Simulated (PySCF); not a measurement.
Compound: C4H12N2OSi.
Geometry (PBE0-D3(BJ)/def2-SVP, Å), atoms numbered from 1 in this order:
```
atom  x, y, z in Å
C1     2.7178   -0.0262   -0.9266
C2     1.5210   -0.8728   -0.5672
O3     1.6003   -2.0657   -0.3281
N4     0.3067   -0.2528   -0.5162
Si5   -1.1041   -1.2593   -0.0961
N6    -2.5258   -0.2741   -0.0953
C7    -3.2878   -0.0175   -1.2895
C8    -2.8954    0.5349    1.0368
H9     2.6008    0.3964   -1.9366
H10    2.8272    0.8136   -0.2230
H11    3.6189   -0.6485   -0.8957
H12    0.2431    0.7375   -0.7208
H13   -0.9100   -1.7975    1.2767
H14   -1.2774   -2.3113   -1.1323
H15   -3.0023   -0.7160   -2.0904
H16   -3.1462    1.0120   -1.6779
H17   -4.3718   -0.1473   -1.1079
H18   -3.9690    0.4183    1.2795
H19   -2.3223    0.2404    1.9290
H20   -2.7173    1.6172    0.8692
```

The closed-shell ground state was solved at several levels (PySCF, density fitting, gas phase, non-relativistic).

| level | basis functions | HOMO (eV) | LUMO (eV) | gap (eV) | dipole (D) |
| --- | --- | --- | --- | --- | --- |
| KT2/pcSseg-1 | 203 | -5.27 | -0.51 | 4.76 | 4.10 |
| PBE0/pcSseg-1 | 203 | -6.49 | 0.53 | 7.02 | 4.30 |

Question: Estimate the row for CAM-B3LYP/def2-SVPD, a basis of 263 functions; the other rows only guide the guess.

Answer: HOMO -7.90 eV, LUMO 0.91 eV, gap 8.81 eV, dipole 4.25 D.

Question: Over all these levels, which gives the widest orbital gap and which the narrowest?

Answer: CAM-B3LYP/def2-SVPD (range-separated hybrid) has the widest, 8.81 eV, and KT2/pcSseg-1 (GGA) the narrowest, 4.76 eV. Functional and basis both differ between the two, so the spread mixes both effects.

Question: How far do the dipole and the HOMO energy spread over the levels?

Answer: The dipole runs from 4.10 to 4.30 D (mean 4.22 D) and the HOMO from -7.90 to -5.27 eV.

One conformer stands for the species.
